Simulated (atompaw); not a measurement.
# Building the PAW (atompaw) potential for tantalum (PBEsol, scalar-relativistic).

- Element: Ta
- Generator: atompaw 4.2.0.5
- Type: PAW
- Functional: PBEsol
- Relativity: scalar-relativistic
- Frozen core: [Xe]
- Valence charge: 19
- Reference configuration: 4f14 5d3 6s2 6p0
- Partial waves: 6s (bound): rc 2.05 bohr; 6s channel at 1.85 Ry: rc 2.05 bohr; 6p (bound, empty): rc 3.00 bohr; 6p channel at 0.65 Ry: rc 3.00 bohr; 5d (bound): rc 3.00 bohr; 5d channel at 0.45 Ry: rc 3.00 bohr; 4f (bound): rc 1.00 bohr; 4f channel at -1.45 Ry: rc 1.00 bohr
- Local potential: bessel scheme, radius 2.95 bohr
- Core correction: smooth core density matched at 2.05 bohr
- Augmentation charge: besselshape compensation charge, radius 2.40 bohr; PAW radius 3.00 bohr; waves and projectors: custom polynom2 7 10 vanderbiltortho

All-electron outer shells of the reference configuration (PBEsol, scalar-relativistic, ld1.x):

```tsv
shell	level (eV)	outermost node (bohr)	outermost maximum (bohr)
5s	-73.03	0.54	0.98
5p	-39.42	0.58	1.13
4f	-24.73	–	0.44
6s	-5.47	1.32	2.78
5d	-3.62	0.65	1.58
6p	-1.36	1.59	3.85
```

Question: What does a ghost test show?

Answer: Ghost state, extra bound levels that the all-electron valence spectrum of the same l lacks: s at -31.2 eV (other channels not judged). A true bound ghost makes a file unfit for plane-wave use.

Question: Is the overlap operator S = 1 + Σ q|β⟩⟨β| positive definite (Bessel basis up to 400 Ry)?

Answer: Yes: its lowest eigenvalue is 0.88 (s channel).
